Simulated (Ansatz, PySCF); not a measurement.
Spin states of H3O3Re (SMILES [OH][Re]([OH])[OH]), each relaxed with B3LYP-D3(BJ)/def2-TZVP.
State 1 (charge 0, multiplicity 3):
| atom | x (Å) | y (Å) | z (Å) |
|---|---|---|---|
| Re | 0.0538 | -0.0717 | -0.1034 |
| O | -1.2182 | -1.4123 | -0.3695 |
| H | -2.0539 | -1.2924 | 0.1075 |
| O | 0.1682 | 1.3738 | -1.2798 |
| H | -0.3341 | 2.1615 | -1.0197 |
| O | 1.2264 | -0.1818 | 1.3460 |
| H | 2.0557 | -0.6527 | 1.1696 |
State 2 (charge 0, multiplicity 1):
```xyz
7

Re    -0.07430     0.11719    -0.11184
O     -1.10906    -1.40977    -0.30473
H     -1.73295    -1.56516     0.42663
O      0.14402     1.74086    -0.89773
H     -0.18594     2.27991    -1.62054
O      1.05556    -0.33915     1.32003
H      1.80067    -0.89948     1.03898
```

Singlets are restricted, other states unrestricted; no spin–orbit coupling, no relativity up to Kr; see below for the cores. The largest T1 diagnostic is 0.028.

Run with Ansatz (Gaussian orbitals); PySCF for the dispersion terms. Values without a source in brackets are computed. In def2 rows elements past Kr take small-core potentials, without spin–orbit coupling.

Problem. One of these levels gives 21.46 kcal/mol for the energy of the multiplicity-1 state less that of the multiplicity-3 state. Which one is it?
(A) r2SCAN/def2-TZVPP
(B) B3LYP-D4/def2-TZVPP
(C) B97M-V/def2-TZVPP

Solution. C, B97M-V/def2-TZVPP. The others give 25.08 (r2SCAN/def2-TZVPP), 19.31 (B3LYP-D4/def2-TZVPP)

Ansatz is an electronic-structure program.
